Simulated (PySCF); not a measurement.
**SMILES C=C/C=C(C=C)/C=C/C, C9H12**

Cartesian coordinates in Å; atom numbers follow the order of the lines, from 1:
```xyz
21

C    -1.668   -0.383    3.748
C    -1.405    0.160    2.559
C    -0.502   -0.428    1.611
C    -0.187    0.067    0.389
C    -0.794    1.299   -0.120
C    -0.136    2.254   -0.762
C     0.772   -0.650   -0.435
C     0.922   -0.525   -1.754
C     1.898   -1.310   -2.559
H    -2.348    0.075    4.445
H    -1.206   -1.304    4.063
H    -1.880    1.092    2.283
H    -0.031   -1.351    1.928
H    -1.852    1.424    0.077
H     0.923    2.188   -0.949
H    -0.630    3.148   -1.105
H     1.372   -1.385    0.090
H     0.306    0.169   -2.309
H     1.376   -1.911   -3.305
H     2.572   -0.641   -3.095
H     2.488   -1.971   -1.928
```

Method: GIAO B3LYP/pcSseg-1 magnetisability, rotational g tensor and spin-rotation constants, non-relativistic, gas phase (PySCF 2.14.0). Geometry: GFN2-xTB.

**Question.** Give the nuclear spin-rotation constants along the inertial axes (H = +C I·J) beside the isotropic shieldings.

**Answer.** Rotational constants 2.9776, 0.8176, 0.6553 GHz. A star marks the isotopologue with that one atom substituted, in its own axes.
```
atom  isotope  Caa (kHz)  Cbb (kHz)  Ccc (kHz)  mean (kHz)  σ (ppm)
 H10       1H      0.178     -0.060     -0.074       0.014     26.6
 H11       1H     -0.295      0.070     -0.074      -0.100     26.5
 H12       1H     -0.262      0.080     -0.072      -0.085     25.0
 H13       1H     -0.281      0.080     -0.078      -0.093     25.9
 H14       1H     -0.072     -0.054     -0.005      -0.044     24.9
 H15       1H     -0.094     -0.071     -0.001      -0.056     26.2
 H16       1H     -0.337      0.075     -0.066      -0.109     26.2
 H17       1H     -0.280      0.055     -0.054      -0.093     25.6
 H18       1H     -0.282      0.042     -0.041      -0.093     25.4
 H19       1H     -0.238     -0.085     -0.001      -0.108     29.8
 H20       1H     -0.114     -0.061     -0.048      -0.074     29.8
 H21       1H     -0.305     -0.002     -0.055      -0.120     30.0
  C1     13C*      1.101      0.322      0.103       0.508     59.1
  C2     13C*      1.172      0.389      0.095       0.552     39.9
  C3     13C*      1.079      0.358      0.125       0.521     45.7
  C4     13C*      1.256      0.367      0.114       0.579     34.6
  C5     13C*      0.847      0.353      0.197       0.466     39.6
  C6     13C*      0.721      0.350      0.182       0.418     53.4
  C7     13C*      0.989      0.354      0.164       0.502     40.5
  C8     13C*      1.177      0.339      0.131       0.549     41.2
  C9     13C*      0.458      0.124      0.106       0.229    158.7
```
For the geometry as given, no vibrational averaging.
